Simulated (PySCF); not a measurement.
Sn(H)(NH2) (H3NSn), SMILES [SnH][NH2] (connectivity only; charge and spin as stated), neutral, multiplicity 1.

Geometry optimised at B3LYP-D3(BJ)/def2-TZVP. The def2 effective core potentials stand for the cores of Sn; spin–orbit coupling is left out.

These are TDA-ωB97X/def2-TZVPD (PySCF) values and carry that method's errors.

Vertical excitations. Gas-phase values at a fixed geometry. State labels are in the subgroup Cs.

```csv
state,symmetry,energy (eV),λ (nm),f,main pairs
S1,A",3.37,368,0.036,HOMO→LUMO 97 %
S2,A',5.26,236,0.039,"HOMO−1→LUMO 74 %, HOMO→LUMO+1 17 %"
S3,A',5.74,216,0.239,"HOMO→LUMO+1 65 %, HOMO−1→LUMO 18 %"
S4,A",5.97,208,0.052,HOMO−2→LUMO 96 %
S5,A",6.15,202,0.058,HOMO−1→LUMO+1 91 %
S6,A',6.30,197,0.309,"HOMO→LUMO+2 79 %, HOMO→LUMO+1 13 %"
S7,A',7.26,171,0.199,HOMO→LUMO+3 81 %
S8,A",7.62,163,0.097,"HOMO→LUMO+4 73 %, HOMO−1→LUMO+3 18 %"
S9,A",7.82,158,0.151,"HOMO−1→LUMO+3 60 %, HOMO→LUMO+4 21 %"
S10,A",7.97,156,0.034,HOMO−1→LUMO+2 79 %
T1,A",2.52,492,0,HOMO→LUMO 97 %
T2,A',3.90,318,0,HOMO−1→LUMO 96 %
T3,A',4.80,259,0,HOMO→LUMO+1 77 %
T4,A",5.44,228,0,HOMO−2→LUMO 93 %
```
Triplets are in the Tamm–Dancoff approximation.
